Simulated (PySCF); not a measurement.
Mo(Me)4 (C4H12Mo), SMILES [CH3][Mo]([CH3])([CH3])[CH3] (connectivity only; charge and spin as stated), neutral, multiplicity 3.

Geometry: PBE-D3(BJ)/def2-SVP. The spin state was assumed, not searched. The def2 effective core potentials stand for the cores of Mo; spin–orbit coupling is left out.

Two levels are set side by side: PBE/def2-TZVP (PySCF) and M06-2X/def2-TZVP (PySCF). Same geometry, gas phase. Differences are taken from unrounded values.

```json
[
 {"quantity": "α-spin orbital gap (eV)", "M06-2X": "7.27", "PBE": "2.83", "PBE minus M06-2X": "-4.44"},
 {"quantity": "β-spin orbital gap (eV)", "M06-2X": "9.22", "PBE": "4.35", "PBE minus M06-2X": "-4.87"},
 {"quantity": "mean polarisability (bohr³)", "M06-2X": "99.7", "PBE": "103.8", "PBE minus M06-2X": "4.1"}
]
```

Loosely held outer electrons make PBE densities more polarisable. Differences between two approximate levels are no errors against the true value.

Rough cost on one machine, each run with all the roots and properties that it gave: M06-2X against PBE within a factor of 2.
